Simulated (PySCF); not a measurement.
SMILES O[Si](C)(C)/C=C/[SiH2]C at its GFN2-xTB optimised geometry (Å):

```
22

Si    -2.3166    -0.3882     0.0000
C     -2.9468     1.4042     0.0000
C     -0.4305    -0.3882     0.0000
C      0.3249     0.2251    -0.9096
Si     2.2093     0.2522    -0.9167
C      2.9447    -1.5032    -1.0430
C      2.8995     1.0970     0.6487
O      2.5429     1.1327    -2.2598
H     -2.7968    -1.0841     1.2034
H     -2.8237    -1.0825    -1.1931
H     -2.5597     1.9547    -0.8526
H     -2.6369     1.9325     0.8975
H     -4.0311     1.4419    -0.0474
H      0.0719    -0.9261     0.7963
H     -0.1681     0.7605    -1.7120
H      4.0311    -1.4890    -1.0093
H      2.6507    -1.9839    -1.9715
H      2.6032    -2.1333    -0.2287
H      3.9862     1.0870     0.6684
H      2.5793     2.1333     0.7060
H      2.5543     0.5998     1.5491
H      3.4403     1.3088    -2.5281
```

Computed with PBE0/def2-SVP run with PySCF. Cells within 0.4 Å of a nucleus heavier than hydrogen are left out (blank, or x).

Map of the electrostatic potential (hartree/e), clipped to [-0.08, 0.12] on the plane z = 0.0 Å:

```
|111111111111111111111111111|
|111111111111111111111111111|
|111111111111111111111111111|
|111111111111111111111111111|
|111111111111111111111111111|
|111111111111111111111111111|
|111111111111111111111111111|
|111111111111111112221111221|
|111122364210000113532112222|
|112379999510000124873222222|
|1124999x9920000137999643222|
|112399999941113389999953222|
|111234999999999799999432222|
|111124999999x99999995322222|
|11112599xx99x99699983222222|
|111113999999997356663222222|
|111112499995642224994322221|
|111111135542111129994222211|
|111110111221111128992111111|
|111111111111111123431111111|
|111111111111111111211111111|
|111111111111111111111111111|
|111111111111111111111111111|
|111111111111111111111111111|
|111111111111111111111111111|
|111111111111111111111111111|
|111111111111111111111111111|
```
Scale: ten equal steps from -0.021 (start of '0') to 0.120 (end of '9'), in the order '0123456789'; x runs from -6.50 to 6.50, y from -6.50 (bottom) to 6.50 (top).
